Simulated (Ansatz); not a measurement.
Cost and result for the atomization energy of `FC1([SiH3])CB1Cl` (11 atoms, 11 bonds).

Z-matrix (Å, degrees):
```
C
Si 1 1.875
C 1 1.553 2 115.4
F 1 1.385 2 113.0 3 -139.3
B 1 1.524 2 120.3 3 67.5
H 2 1.487 1 110.3 3 75.4
H 2 1.487 1 107.3 3 -43.7
H 2 1.483 1 110.1 3 -163.1
H 3 1.093 1 115.4 2 -147.6
H 3 1.085 1 118.1 2 -10.4
Cl 5 1.709 1 148.6 2 92.8
```

Charge 0, multiplicity 1. Geometry: relaxed with PBE0-D4/def2-TZVP. Program: Ansatz. All runs use 4 threads of an Arm Neoverse V2 on a shared host. Times are those of one run each, without the atoms' runs, and a repeat can differ threefold. Electronic energies, without spin–orbit coupling; frozen cores. CCSD(T)/CBS adds CCSD(T) − MP2 in def2-TZVPP to the MP2 limit, and its time is that of the two runs behind it. T1 = 0.013. B3LYP takes the VWN-RPA correlation (the form of Gaussian; ORCA's B3LYP/G).

CCSD(T)/CBS is a level of theory with its own doubt, some kJ/mol a heavy atom from the limit and from the frozen cores, so smaller differences don't rank the functionals.

```tsv
level	functions	wall time
PBE-D4/def2-TZVPP (with forces)	278	3.4 s
PBE0-D4/def2-TZVPP	278	4.5 s
r2SCAN-D4/def2-TZVPP (with forces)	278	7 s
B3LYP-D4/def2-TZVPP (with forces)	278	7 s
B2PLYP/def2-TZVPP	278	8 s
ωB97X-V/def2-TZVPP	278	11 s
ωB97M-V/def2-TZVPP (with forces)	278	16 s
MP2/def2-QZVPP	518	31 s
CCSD(T)/def2-TZVPP	278	4.8 min
CCSD(T)/CBS(def2)	–	5.3 min
```

Task: What atomization energy does each give, and how far from CCSD(T)/CBS? (An estimate is asked.)

Result: Computed: 
```
                             level  atomization (kcal/mol)  difference from CCSD(T)/CBS  per bond
   PBE-D4/def2-TZVPP (with forces)                   979.8                         30.1       2.7
                PBE0-D4/def2-TZVPP                   962.7                         13.0       1.2
r2SCAN-D4/def2-TZVPP (with forces)                   963.2                         13.5       1.2
 B3LYP-D4/def2-TZVPP (with forces)                   952.4                          2.7       0.2
                 B2PLYP/def2-TZVPP                   942.1                         -7.6      -0.7
                ωB97X-V/def2-TZVPP                   959.8                         10.1       0.9
  ωB97M-V/def2-TZVPP (with forces)                   959.6                          9.9       0.9
                    MP2/def2-QZVPP                   962.6                         12.9       1.2
                CCSD(T)/def2-TZVPP                   925.2                        -24.5      -2.2
                 CCSD(T)/CBS(def2)                   949.7                          0.0       0.0
```

In def2-TZVPP, CCSD(T) changes the Hartree–Fock value by +222.9 kcal/mol (the triples alone add +15.9 kcal/mol) and MP2 by +246.0 kcal/mol; breaking electron pairs costs correlation energy, which Hartree–Fock lacks. The D4 term adds +10.2 kcal/mol with B3LYP and +5.4 kcal/mol with PBE0; it sums over pairs of atoms, weighted by their polarisabilities, and B3LYP, whose exchange is more repulsive, gets the larger term. From PBE to PBE0 (25 % exact exchange), in def2-TZVPP and without D4, the atomization energy moves by −16.2 kcal/mol: exact exchange takes away binding that semilocal exchange gives to molecules.
